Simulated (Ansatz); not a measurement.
Cost and result up the ladder for `C[Si](C)(C)C#Cc1ccc(-c2ccc(-c3ccc(C#C[Si](C)(C)C)nc3)nc2)nc1` (57 atoms). Charge 0, multiplicity 1. Geometry: r2SCAN-D4/def2-SVP.

Cartesian coordinates in Å:
```
C -6.972 7.123 4.312
Si -6.110 5.887 5.433
C -5.047 6.777 6.702
C -7.362 4.776 6.284
C -5.007 4.833 4.393
C -4.265 4.142 3.698
C -3.406 3.339 2.905
C -2.789 3.827 1.734
C -1.955 2.992 1.002
C -1.735 1.671 1.442
C -0.857 0.727 0.721
C -0.714 -0.599 1.172
C 0.117 -1.474 0.487
C 0.813 -1.022 -0.653
C 1.719 -1.893 -1.430
C 2.027 -3.215 -1.063
C 2.890 -3.964 -1.852
C 3.440 -3.374 -3.010
C 4.332 -4.122 -3.838
C 5.097 -4.787 -4.532
Si 6.253 -5.736 -5.613
C 5.460 -5.909 -7.308
C 6.541 -7.426 -4.843
C 7.865 -4.779 -5.731
N 3.154 -2.107 -3.376
C 2.327 -1.406 -2.610
N 0.677 0.246 -1.086
C -0.120 1.077 -0.429
N -2.329 1.203 2.557
C -3.126 1.996 3.255
H -7.641 7.778 4.895
H -6.243 7.763 3.789
H -7.580 6.611 3.548
H -4.291 7.413 6.213
H -4.516 6.061 7.349
H -5.668 7.421 7.346
H -6.864 4.031 6.925
H -7.976 4.231 5.549
H -8.041 5.369 6.919
H -2.973 4.855 1.412
H -1.481 3.370 0.095
H -1.269 -0.910 2.060
H 0.217 -2.504 0.838
H 1.604 -3.664 -0.160
H 3.149 -4.992 -1.590
H 4.502 -6.449 -7.247
H 5.262 -4.921 -7.754
H 6.122 -6.466 -7.993
H 7.229 -8.025 -5.463
H 5.597 -7.986 -4.747
H 6.983 -7.335 -3.838
H 8.586 -5.307 -6.377
H 7.699 -3.776 -6.155
H 8.326 -4.653 -4.738
H 2.108 -0.380 -2.921
H -0.174 2.093 -0.839
H -3.586 1.572 4.157
```

Ansatz on 2 threads of AMD EPYC 7R13 on a shared host and a share (18 GiB) of an NVIDIA H100 80GB HBM3. Times are rough, and most runs start from the orbitals of an earlier one. PBE0-D4/def2-TZVP serves as the yardstick here, not as an exact answer. Differences are given only for rows in sets of like size (and for xTB, whose basis is part of the method), since another set adds its own error. Binding counts from free atoms at the same level (C triplet, Si triplet, N quartet, H doublet; other spins of the atoms weren't run), without zero-point energy or a counterpoise term.

Single mean-field runs in def2-SVP, def2-TZVP are fitted with def2-universal-jkfit.

| level | functions | wall time | binding energy per atom (eV) | difference from PBE0-D4/def2-TZVP (eV) |
| --- | --- | --- | --- | --- |
| PBE0-D4/def2-SVP | 563 | 5.5 s | 4.95 | – |
| PBE-D4/def2-SVP | 563 | 7.5 s | 5.05 | – |
| PBE-D4/def2-TZVP | 1104 | 8.5 s | 5.00 | 0.10 |
| r2SCAN-D4/def2-TZVP | 1104 | 12 s | 4.85 | -0.04 |
| PBE0-D4/def2-TZVP (with forces) | 1104 | 14 s | 4.89 | 0.00 |
